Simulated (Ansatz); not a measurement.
One geometry of F2HOSc, SMILES `[OH][Sc]([F])[F]`, several functionals.

```yaml
crystal:
  periodic: [false, false, false]
  atoms:
    - {symbol: O, position_ang: [-0.377983, 1.190558, -0.292595]}
    - {symbol: Sc, position_ang: [0.175369, -0.529499, 0.112931]}
    - {symbol: F, position_ang: [1.563513, -0.818681, 1.296840]}
    - {symbol: F, position_ang: [-0.649342, -1.991534, -0.658153]}
    - {symbol: H, position_ang: [-0.661757, 2.075556, -0.500523]}
basis:
  gaussian: {orbitals: def2-TZVPP}
hamiltonian: {xc: {name: B2PLYP}}
```

```sh
$ ansatz run in.yaml --threads 2 --pin off --events-out ev --progress --plain
```

Output, abridged:

```
Functional definition: B2PLYP
1131 factors; integrals over basis functions are off by at most 8.5e-4 eV
mean field evaluation 1: about -28179.9605 eV, gradient 7.7e1 eV
mean field evaluation 2: about -28180.0018 eV, gradient 7.7e1 eV
mean field evaluation 4: about -28189.2160 eV, gradient 8.7e0 eV
mean field evaluation 8: about -28189.3892 eV, gradient 5.6e-1 eV
mean field evaluation 16: about -28189.3896 eV, gradient 4.0e-5 eV
mean field -28189.38961971 eV, -1035.9409610697 hartree, gradient 9.0e-6 eV, S^2 0.000000; 0 other end points of the search recorded, 0 dependent functions left out
8 core orbitals not correlated: weight in the atoms' cores, before any rotation towards them, 1.000 or more for the frozen orbitals, at most 0.000 for the correlated occupied ones
reference -28189.38979295 eV, -1035.9409674363 hartree; 16, 16 occupied and 147, 147 virtual orbitals, 1131 factors
second order -34.52638504 eV of doubles, -0.00000000 eV of singles
Total energy: -28198.71191691 eV, -1036.2835491731 hartree
```

It took 4.2 s on 2 threads of a server CPU on a shared host, with 0.36 GiB of host memory at the peak.

The same input with `hamiltonian: {xc: {name: r2SCANh}, dispersion: d4}` (abridged; 3.4 s):

```
Functional definition: r2SCANh
mean field evaluation 16: about -28202.3213 eV, gradient 5.0e-5 eV
mean field -28202.32128742 eV, -1036.4161910927 hartree, gradient 3.9e-5 eV, S^2 0.000000
Total energy: -28202.33764438 eV, -1036.4167921999 hartree
```

The same input with `hamiltonian: {xc: {name: LC-wPBE}, dispersion: d4}` (abridged; 2.3 s):

```
WARN the engine holds no damping parameters fitted to this dispersion correction and functional, so the run takes those fitted to pbe0 (hamiltonian.dispersion, under Limitations)
Functional definition: LC-wPBE
mean field evaluation 16: about -28198.3693 eV, gradient 2.8e-5 eV
mean field -28198.36932184 eV, -1036.2709590365 hartree, gradient 2.8e-5 eV, S^2 0.000000
Total energy: -28198.42361299 eV, -1036.2729541994 hartree
```

Changing it to `hamiltonian: {xc: {name: CAM-B3LYP}, dispersion: d4}` (abridged; 2.6 s):

```
Functional definition: CAM-B3LYP
mean field evaluation 16: about -28206.1530 eV, gradient 3.9e-5 eV
mean field -28206.15300316 eV, -1036.5570040490 hartree, gradient 3.9e-5 eV, S^2 0.000000
Total energy: -28206.20874134 eV, -1036.5590523894 hartree
```

The same input with `hamiltonian: {xc: lda}` (abridged; 0.85 s):

```
Functional definition: SPW92
mean field -28105.31542886 eV, -1032.8512915435 hartree, gradient 8.9e-5 eV, S^2 0.000000
Total energy: -28105.31549024 eV, -1032.8512937993 hartree
```

The same input with `hamiltonian: {xc: {name: PBE-QIDH}}` (abridged; 4 s):

```
Functional definition: PBE-QIDH
mean field evaluation 16: about -28179.9649 eV, gradient 8.7e-5 eV
mean field -28179.96485747 eV, -1035.5946074459 hartree, gradient 5.7e-6 eV, S^2 0.000000
8 core orbitals not correlated: weight in the atoms' cores, before any rotation towards them, 1.000 or more for the frozen orbitals, at most 0.000 for the correlated occupied ones
second order -31.92174094 eV of doubles, -0.00000000 eV of singles
Total energy: -28190.60545792 eV, -1035.9856422997 hartree
```

LC-ωPBE has ω = 0.4 bohr⁻¹; the program lends it PBE0's D4 damping.
